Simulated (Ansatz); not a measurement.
`C=N[SiH2]CF` → `C=N[SiH2]F` + `[CH2]` (triplet) at 700 K and 1 bar (formal loss of a carbene).

Calculated with Ansatz (gas phase, PBE0-D4/def2-TZVP geometries, no zero-point term in ΔE). CCSD(T)/CBS adds triple-zeta CCSD(T) − MP2 to the extrapolated MP2 energy (def2 sets, frozen cores). This one scheme is used for every species. Triplets are unrestricted, without spin–orbit coupling. One conformer a species, not always the lowest.

```
          species  CCSD(T)/CBS energy (Eh)  H − E (kJ/mol)  S (J/(mol·K))
    `C=N[SiH2]CF`               -523.26123           281.4          460.9
     `C=N[SiH2]F`               -484.08456           192.5          390.9
`[CH2]` (triplet)                -39.09499            70.4          226.8
```

H − E and S are ideal-gas, rigid-rotor, harmonic terms from PBE0-D4/def2-TZVP, for one conformer and one mirror image of each species, with the whole ground term of open shells counted as degenerate. 1 Eh = 2625.50 kJ/mol, R = 8.31446 J/(mol·K).

By hand: ΔE, ΔH, ΔS and ΔG.

ΔE = (-484.08456) + (-39.09499) − (-523.26123) = 0.08168 Eh = 214.5 kJ/mol. Δ(H − E) = 192.5 + 70.4 − 281.4 = -18.5, so ΔH = 196.0 kJ/mol. ΔS = 390.9 + 226.8 − 460.9 = 156.8 J/(mol·K). ΔG = 196.0 − 700 × (156.8)/1000 = 86.2 kJ/mol.

By hand: the equilibrium constant, and the temperature at which ΔG would vanish if ΔH and ΔS stayed fixed.

log₁₀ K = −ΔG/(RT ln 10) = -6.4. ΔG = 0 at ΔH/ΔS = 1250 K.

The number of gas molecules changes by +1, which sets the sign of ΔS. A doubt of 5 kJ/mol in ΔE shifts log₁₀ K by 0.4 here. Other conformers and mirror images would add mixing entropy, several J/(mol·K) or more a flexible species. A triplet takes part, so the spin changes. These are equilibria of isolated gas molecules and say nothing of rates. Largest T1 diagnostic: 0.013 (customary marks: 0.02 for closed shells, 0.045 for open ones).
